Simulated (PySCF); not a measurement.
**Gas-phase XPS of `C#CCC(C)(C)[SiH2]N=C`, computed**

Species: C7H13NSi.
Geometry (PBE0-D3(BJ)/def2-SVP, Å), atoms numbered from 1 in this order:
```xyz
22
C7H13NSi angstrom
C      3.3291    1.3852    0.6642
C      2.2140    1.2986    0.1975
C      0.8735    1.1612   -0.3608
C      0.3245   -0.2845   -0.3089
C      1.1977   -1.2255   -1.1423
C      0.2404   -0.7742    1.1392
Si    -1.4218   -0.2704   -1.0502
N     -2.3910    0.8634   -0.1181
C     -3.4640    0.5954    0.4883
H      4.3171    1.4766    1.0751
H      0.8907    1.5161   -1.4067
H      0.1843    1.8349    0.1769
H      0.8016   -2.2536   -1.1351
H      2.2221   -1.2593   -0.7353
H      1.2686   -0.8974   -2.1921
H     -0.1602   -1.7992    1.1919
H      1.2415   -0.7803    1.6017
H     -0.4058   -0.1249    1.7511
H     -1.3865    0.2317   -2.4571
H     -1.9965   -1.6602   -1.0252
H     -3.9886    1.3729    1.0760
H     -3.9572   -0.4016    0.4848
```

Level of theory: PySCF 2.14.0, delta-SCF UKS SCAN, pcX-2 on the ionised atom, pcseg-1 elsewhere, spin-free X2C. These are vertical core ionisation energies against the vacuum level, from separate self-consistent calculations with and without the core hole.

Task: List the computed XPS lines with their assignment.

Result: 
```csv
atom(s),bonded to,level,binding energy (eV),2p1/2 (eV),above the level's lowest (eV),count
Si7,"N, C and 2 H",Si 1s,1846.32,–,0.00,1
N8,C (double bond) and Si,N 1s,404.35,–,0.00,1
C9,N (double bond) and 2 H,C 1s,291.89,–,+2.04,1
C3,2 C and 2 H,C 1s,291.09,–,+1.24,1
C5/C6,C and 3 H,C 1s,290.40,–,+0.55,2
C2,C (triple bond) and C,C 1s,290.40,–,+0.55,1
C4,3 C and Si,C 1s,290.16,–,+0.31,1
C1,C (triple bond) and H,C 1s,289.85,–,0.00,1
Si7,"N, C and 2 H",Si 2p3/2,106.51,107.14,0.00,1
```

The listed C 1s values span 2.04 eV, from C1 (bonded to C (triple bond) and H) to C9 (bonded to N (double bond) and 2 H). Summing the Pauling electronegativity differences to the bonded atoms, each weighted by its formal bond order, gives -0.35 for the lowest site and +0.28 for the highest; no listed site has a larger sum than the highest. The smallest sum, -1.05, belongs to C5/C6, 0.55 eV above the lowest. The values 290.40 and 290.40 eV lie too close for their order to be trusted.

Task: Which photon wavelength matches the C 1s of C4 threshold?

Result: λ = hc/E = 12398.42 eV Å / 290.16 eV = 42.730 Å.

Topologically equivalent atoms share the value of their first member; where this conformer doesn't relate them by symmetry, their own values could differ. The unrestricted hole states depart most from a pure doublet (⟨S²⟩ = 0.75; over 0.85 named) for C 1s of C2 (0.87) and C 1s of C9 (0.90), which makes these values less certain. Spin–orbit and ligand-field terms were added within each 2p shell after the spin-free SCF. 2p1/2 minus 2p3/2 (ligand field included): Si 0.62 eV. Isolated species at its PBE0-D3(BJ)/def2-SVP geometry (one conformer only).
